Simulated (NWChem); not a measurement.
System: SiHIF₂; SMILES F[SiH](F)I

Input file for NWChem:

```
start job
memory heap 200 mb stack 900 mb global 1100 mb
geometry units angstroms noautosym nocenter noautoz
  Si     0.384979     1.328010     0.000000
  F     -0.308204     1.984183    -1.292486
  F     -0.308204     1.984183     1.292486
  I     -0.023619    -1.046125     0.000000
  H      1.825370     1.643138     0.000000
end
basis spherical
  Si library def2-svpd
  F library def2-svpd
  I library def2-svpd
  H library def2-svpd
end
ecp
  I library def2-ecp
end
dft
  xc pbe0
  iterations 150
end
property
  response 1 0.0
end
task dft property
```

Output (shortened):

```
             Northwest Computational Chemistry Package (NWChem) 7.3.0
             --------------------------------------------------------

                             Geometry "geometry" -> ""
                             -------------------------

 Output coordinates in angstroms (scale by  1.889725989 to convert to a.u.)

  No.       Tag          Charge          X              Y              Z
 ---- ---------------- ---------- -------------- -------------- --------------
    1 Si                  14.0000     0.38497900     1.32801000     0.00000000
    2 F                    9.0000    -0.30820400     1.98418300    -1.29248600
    3 F                    9.0000    -0.30820400     1.98418300     1.29248600
    4 I                   53.0000    -0.02361900    -1.04612500     0.00000000
    5 H                    1.0000     1.82537000     1.64313800     0.00000000

 Effective nuclear repulsion energy (a.u.)     432.6399402178

                                 NWChem DFT Module
                                 -----------------

 Summary of "ao basis" -> "ao basis" (spherical)
 ------------------------------------------------------------------------------
       Tag                 Description            Shells   Functions and Types
 ---------------- ------------------------------  ------  ---------------------
 Si                        def2-svpd                10       24   5s3p2d
 F                         def2-svpd                 9       23   4s3p2d
 I                         def2-svpd                13       35   5s5p3d
 H                         def2-svpd                 4        8   2s2p

            General Information
            -------------------
          SCF calculation type: DFT
          Wavefunction type:  closed shell.
          No. of atoms     :     5
          No. of electrons :    58
           Alpha electrons :    29
            Beta electrons :    29
          Charge           :     0
          Spin multiplicity:     1
          Use of symmetry is: off; symmetry adaption is: off
          Maximum number of iterations: 150
          AO basis - number of functions:   113
                     number of shells:    45
          Convergence on energy requested:  1.00D-06
          Convergence on density requested:  1.00D-05
          Convergence on gradient requested:  5.00D-04

              XC Information
              --------------
                         PBE0 Method XC Functional
                     Hartree-Fock (Exact) Exchange  0.250
          PerdewBurkeErnzerhof Exchange Functional  0.750
            Perdew 1991 LDA Correlation Functional  1.000 local
           PerdewBurkeErnz. Correlation Functional  1.000 non-local

             Grid Information
             ----------------
          Grid used for XC integration:  medium
          Radial quadrature: Mura-Knowles
          Angular quadrature: Lebedev.
          Tag              B.-S. Rad. Rad. Pts. Rad. Cut. Ang. Pts.
          ---              ---------- --------- --------- ---------
          Si                  1.10       88          12.0       590
          F                   0.50       49          13.0       434
          I                   1.40      123          12.0       590
          H                   0.35       45          12.0       434
          Grid pruning is: on
          Number of quadrature shells:   354
          Spatial weights used:  Erf1

      Superposition of Atomic Density Guess
      -------------------------------------

 Sum of atomic energies:        -834.95927192

      Non-variational initial energy
      ------------------------------

 Total energy =    -785.168620
 1-e energy   =   -1717.413925
 2-e energy   =     670.909453
 HOMO         =      -0.357984
 LUMO         =       0.028616

   convergence    iter        energy       DeltaE   RMS-Dens  Diis-err
 ---------------- ----- ----------------- --------- --------- ---------
 d= 0,ls=0.0,diis     1   -787.0075797655 -1.05D+03  1.69D-02  8.19D-01
 d= 0,ls=0.0,diis     2   -786.9364341792  7.11D-02  7.99D-03  1.84D+00
 d= 0,ls=0.0,diis     3   -787.1063583734 -1.70D-01  1.31D-03  9.87D-03
 d= 0,ls=0.0,diis     4   -787.1069209427 -5.63D-04  5.83D-04  2.54D-03
 d= 0,ls=0.0,diis     5   -787.1072645261 -3.44D-04  1.38D-04  1.56D-04
  Resetting Diis
 d= 0,ls=0.0,diis     6   -787.1072922075 -2.77D-05  1.76D-05  1.87D-06
 d= 0,ls=0.0,diis     7   -787.1072923972 -1.90D-07  5.54D-06  8.53D-08

         Total DFT energy =     -787.107292397176
      One electron energy =    -1718.380881663443
           Coulomb energy =      734.143703068669
    Exchange-Corr. energy =      -64.205966318288
 Nuclear repulsion energy =      261.335852515885

 Numeric. integr. density =       57.999991689184

                       DFT Final Molecular Orbital Analysis
                       ------------------------------------

 Vector   27  Occ=2.000000D+00  E=-3.708509D-01
              MO Center=  3.6D-01,  1.6D-01,  1.4D-08, r^2= 4.0D+00
   Bfn.  Coefficient  Atom+Function         Bfn.  Coefficient  Atom+Function
  ----- ------------  ---------------      ----- ------------  ---------------
    83      0.457310  4 I  py                86      0.314680  4 I  py
   106     -0.254104  5 H  s                 80     -0.183346  4 I  py
    10     -0.179037  1 Si py                30     -0.154499  2 F  py
    53     -0.154499  3 F  py                77     -0.149752  4 I  py
     9     -0.142779  1 Si px                13     -0.131451  1 Si py

 Vector   28  Occ=2.000000D+00  E=-3.089705D-01
              MO Center=  1.9D-03, -9.0D-01, -7.1D-08, r^2= 2.2D+00
   Bfn.  Coefficient  Atom+Function         Bfn.  Coefficient  Atom+Function
  ----- ------------  ---------------      ----- ------------  ---------------
    84      0.609810  4 I  pz                87      0.507368  4 I  pz
    81     -0.244663  4 I  pz                78     -0.198747  4 I  pz
    14      0.158000  1 Si pz                28      0.082530  2 F  s
    51     -0.082528  3 F  s                 30      0.075171  2 F  py
    53     -0.075170  3 F  py                33     -0.058665  2 F  py

 Vector   29  Occ=2.000000D+00  E=-3.082537D-01
              MO Center=  2.0D-02, -8.8D-01,  9.3D-08, r^2= 2.3D+00
   Bfn.  Coefficient  Atom+Function         Bfn.  Coefficient  Atom+Function
  ----- ------------  ---------------      ----- ------------  ---------------
    82      0.603287  4 I  px                85      0.502236  4 I  px
    79     -0.241971  4 I  px                76     -0.196561  4 I  px
   107     -0.126000  5 H  s                 12      0.115705  1 Si px
    83     -0.082375  4 I  py               106     -0.076556  5 H  s
     4     -0.069050  1 Si s                 28      0.058792  2 F  s

 Vector   30  Occ=0.000000D+00  E=-3.118097D-02
              MO Center=  2.1D-01, -5.0D-01, -2.8D-08, r^2= 6.1D+00
   Bfn.  Coefficient  Atom+Function         Bfn.  Coefficient  Atom+Function
  ----- ------------  ---------------      ----- ------------  ---------------
     4      1.019585  1 Si s                  3      0.510646  1 Si s
    86     -0.455143  4 I  py                74     -0.359903  4 I  s
    89     -0.356511  4 I  py                73     -0.311702  4 I  s
    83     -0.297532  4 I  py                13     -0.289030  1 Si py
    10     -0.279753  1 Si py                 2      0.270989  1 Si s

 Vector   31  Occ=0.000000D+00  E=-2.927733D-03
              MO Center=  7.5D-01,  7.2D-01, -3.9D-08, r^2= 4.6D+00
   Bfn.  Coefficient  Atom+Function         Bfn.  Coefficient  Atom+Function
  ----- ------------  ---------------      ----- ------------  ---------------
    14      0.698227  1 Si pz                23     -0.360966  1 Si d  1
    11      0.279135  1 Si pz               102      0.273670  4 I  d -1
    35      0.204230  2 F  px                58     -0.204230  3 F  px
    28      0.190214  2 F  s                 51     -0.190213  3 F  s
    84     -0.172649  4 I  pz                37      0.162783  2 F  pz

 Vector   32  Occ=0.000000D+00  E= 6.331076D-03
              MO Center=  2.2D-01,  1.4D+00,  2.2D-08, r^2= 6.5D+00
   Bfn.  Coefficient  Atom+Function         Bfn.  Coefficient  Atom+Function
  ----- ------------  ---------------      ----- ------------  ---------------
     5      1.811432  1 Si s                 12     -0.764625  1 Si px
    28     -0.674291  2 F  s                 51     -0.674291  3 F  s
    75     -0.294146  4 I  s                 13      0.285902  1 Si py
    74     -0.256962  4 I  s                107      0.251997  5 H  s
    89     -0.231233  4 I  py                37     -0.209412  2 F  pz

     Multipole analysis of the density
     ---------------------------------

     L   x y z        total         alpha         beta         nuclear
     -   - - -        -----         -----         ----         -------
     0   0 0 0      0.000000    -29.000000    -29.000000     58.000000

     1   1 0 0      0.500437     -0.767332     -0.767332      2.035101
     1   0 1 0     -0.285602    -28.297306    -28.297306     56.309010
     1   0 0 1     -0.000000     -0.000000     -0.000000      0.000000

[...]

 DFT Linear Response polarizability / au
 Frequency  =       0.0000000 / au
              X              Y              Z
 -----------------------------------------------
 X      52.8957013      4.4611231     -0.0000008
 Y       4.4611251     71.6872485      0.0000009
 Z      -0.0000008      0.0000009     51.2526514
 -----------------------------------------------
 Eigenvalues =      51.8904085     72.6925412     51.2526514
 Isotropic   =      58.6118670
 Anisotropic =      21.1282315
 -----------------------------------------------

 Magnetic Dipole Response Matrix (nonzero elements):

 Exiting AOResponse driver routine
```

Level: PBE0/def2-SVPD with def2 effective core potentials on I. All runs use the structure optimised with PBE0/def2-SVP. def2 effective core potentials on I; no spin-orbit coupling.
